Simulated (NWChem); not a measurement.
Everything below was run with NWChem. System: FSn (+1), charge 1, spin multiplicity 1, at a geometry optimised with PBE0/def2-SVP with def2 effective core potentials on Sn. The structure started from a generated list of species. Level: EOM-CCSD/def2-SVPD with def2 effective core potentials on Sn, 5 core orbitals frozen.

Job file:

```
start mol
memory heap 100 mb stack 700 mb global 1900 mb
charge 1
geometry units angstroms nocenter noautoz
  Sn     0.000000     0.000000    -0.290418
  F      0.000000     0.000000     1.613434
  symmetry group C2v
end
basis spherical
  * library def2-svpd
end
ecp
  Sn library def2-ecp
end
scf
  rhf
  nopen 0
  maxiter 100
  thresh 1e-7
  semidirect memsize 60000000 filesize 0
end
tce
  freeze core 5
  ccsd
  nroots 1
  2eorb
  2emet 13
  thresh 1e-5
  maxiter 200
  tilesize 24
end
task tce energy
```

Part of the output:

```
             Northwest Computational Chemistry Package (NWChem) 7.3.0
             --------------------------------------------------------

                                NWChem Input Module
                                -------------------

 Scaling coordinates for geometry "geometry" by  1.889725989
 (inverse scale =  0.529177249)

 Turning off AUTOSYM since
 SYMMETRY directive was detected!

                             Geometry "geometry" -> ""
                             -------------------------

 Output coordinates in angstroms (scale by  1.889725989 to convert to a.u.)

  No.       Tag          Charge          X              Y              Z
 ---- ---------------- ---------- -------------- -------------- --------------
    1 Sn                  50.0000     0.00000000     0.00000000    -0.29041800
    2 F                    9.0000     0.00000000     0.00000000     1.61343400

 Effective nuclear repulsion energy (a.u.)     125.0778747770

            Nuclear Dipole moment (a.u.)
            ----------------------------
        X                 Y               Z
 ---------------- ---------------- ----------------
     0.0000000000     0.0000000000     0.0000113384

      Symmetry information
      --------------------

 Group name             C2v
 Group number             16
 Group order               4
 No. of unique centers     2

      Symmetry unique atoms

     1    2


 Summary of "ao basis" -> "" (spherical)
 ------------------------------------------------------------------------------
       Tag                 Description            Shells   Functions and Types
 ---------------- ------------------------------  ------  ---------------------
 *                         def2-svpd                  on all atoms

 Summary of "ao basis" -> "ao basis" (spherical)
 ------------------------------------------------------------------------------
       Tag                 Description            Shells   Functions and Types
 ---------------- ------------------------------  ------  ---------------------
 Sn                        def2-svpd                12       32   5s4p3d
[...]
 Iteration  10 using   10 trial vectors
   0.0003583904608   0.2265546422832    6.16487     0.3     0.3

 Iteration  11 using   11 trial vectors
   0.0001433439432   0.2265558322858    6.16490     0.3     0.3

 Iteration  12 using   12 trial vectors
   0.0000808141093   0.2265558691462    6.16490     0.3     0.3

 Iteration  13 using   13 trial vectors
   0.0000592166819   0.2265557951874    6.16490     0.3     0.3

 Iteration  14 using   14 trial vectors
   0.0000341677038   0.2265558836492    6.16490     0.3     0.3

 Iteration  15 using   15 trial vectors
   0.0000172325621   0.2265557449050    6.16490     0.3     0.3

 Iteration  16 using   16 trial vectors
   0.0000064692230   0.2265556232054    6.16489     0.3     0.3
 --------------------------------------------------------------
 Iterations converged
 ------------------

 Excited state root  1
 Excitation energy / hartree =        0.226555623205369
                   / eV      =        6.164894801723653
 largest EOMCCSD amplitudes: R1 and R2

 Singles contributions
    17b1  (alpha) ---    12a1  (alpha)        0.3041646322
    17b1  (alpha) ---    15a1  (alpha)       -0.8681172501

 Doubles contributions

 =========================================
 Excited-state calculation ( b2  symmetry)
 =========================================
 Dim. of EOMCC iter. space      500

 EOMCCSD SOLVER TYPE  1
  maxdiff =   0.46818349485110200

 No. of initial right vectors    1

 EOM-CCSD right-hand side iterations
 --------------------------------------------------------------
      Residuum       Omega / hartree  Omega / eV    Cpu    Wall
 --------------------------------------------------------------

 Iteration   1 using    1 trial vectors
   0.4977631153952   0.3279828303407    8.92487     0.4     0.4

 Iteration   2 using    2 trial vectors
   0.1434683426220   0.2522521198005    6.86413     0.3     0.3

 Iteration   3 using    3 trial vectors
   0.0897945418594   0.2376316267485    6.46629     0.3     0.3

 Iteration   4 using    4 trial vectors
   0.0672157456173   0.2303486264386    6.26811     0.3     0.3

 Iteration   5 using    5 trial vectors
   0.0273038400514   0.2273981371324    6.18782     0.3     0.3

 Iteration   6 using    6 trial vectors
   0.0128160314178   0.2266282467707    6.16687     0.3     0.3

 Iteration   7 using    7 trial vectors
   0.0055659315052   0.2265435006656    6.16456     0.3     0.3

 Iteration   8 using    8 trial vectors
   0.0027306266830   0.2265621261633    6.16507     0.3     0.3

 Iteration   9 using    9 trial vectors
   0.0009963474912   0.2265581890852    6.16496     0.3     0.3

 Iteration  10 using   10 trial vectors
   0.0003583904608   0.2265546422831    6.16487     0.3     0.3

 Iteration  11 using   11 trial vectors
   0.0001433439432   0.2265558322858    6.16490     0.3     0.3

 Iteration  12 using   12 trial vectors
   0.0000808141093   0.2265558691462    6.16490     0.3     0.3

 Iteration  13 using   13 trial vectors
   0.0000592166819   0.2265557951874    6.16490     0.3     0.3

 Iteration  14 using   14 trial vectors
   0.0000341677038   0.2265558836492    6.16490     0.3     0.3

 Iteration  15 using   15 trial vectors
   0.0000172325621   0.2265557449050    6.16490     0.3     0.3

 Iteration  16 using   16 trial vectors
   0.0000064692230   0.2265556232054    6.16489     0.3     0.3
 --------------------------------------------------------------
 Iterations converged
 ------------------

 Excited state root  1
 Excitation energy / hartree =        0.226555623205366
                   / eV      =        6.164894801723578
 largest EOMCCSD amplitudes: R1 and R2

 Singles contributions
    16b2  (alpha) ---    12a1  (alpha)        0.3041646322
    16b2  (alpha) ---    15a1  (alpha)       -0.8681172501

 Doubles contributions

 Task  times  cpu:       22.6s     wall:       22.6s

 Total times  cpu:       22.6s     wall:       22.6s
```
